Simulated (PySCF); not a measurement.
Numbering as in the mapped SMILES `[N:1]#[C:2][C:3](=[O:4])[c:5]1[cH:6][cH:7][cH:8][cH:9][cH:10]1`. Hydrogens are named by the atom that carries them.

[PySCF: σ from GIAO-B97-2/pcSseg-2; structure optimised with PBE0-D3(BJ)/def2-TZVP; relativity neglected; no solvent model; single conformer; one averaged value for each set of equivalent atoms]

Predict the 2D correlation tables (HSQC, COSY, HMBC).

Answers



HSQC (one-bond C–H):
```csv
δH,δC
8.68 (H(C6)/H(C10)),138.9 (C6/C10)
8.01 (H(C8)),143.9 (C8)
7.85 (H(C7)/H(C9)),135.6 (C7/C9)
```

COSY cross peaks (H two or three bonds apart, from the bond graph; peaks can be absent where the dihedral angle is near 90°):
```csv
δH,δH
8.68 (H(C6)/H(C10)),7.85 (H(C7)/H(C9))
8.01 (H(C8)),7.85 (H(C7)/H(C9))
```

HMBC (two and three bonds, from the bond graph):
```csv
δH,δC
8.68 (H(C6)/H(C10)),"175.7 (C3), 143.9 (C8), 141.2 (C5), 138.9 (C6/C10), 135.6 (C7/C9)"
8.01 (H(C8)),"138.9 (C6/C10), 135.6 (C7/C9)"
7.85 (H(C7)/H(C9)),"143.9 (C8), 141.2 (C5), 138.9 (C6/C10), 135.6 (C7/C9)"
```

Shifts are taken against calculated references (same method and geometry level): 1H and 13C against TMS.

Shifts are as computed. Against solution values, carbons near 30 ppm lie about +3 ppm off and those near 130 ppm about +7 ppm. Of 1309 compounds with measured shifts, 239 miss one by over three times the rms of a fit or turn the order of signals round; such compounds aren't used in these exercises.
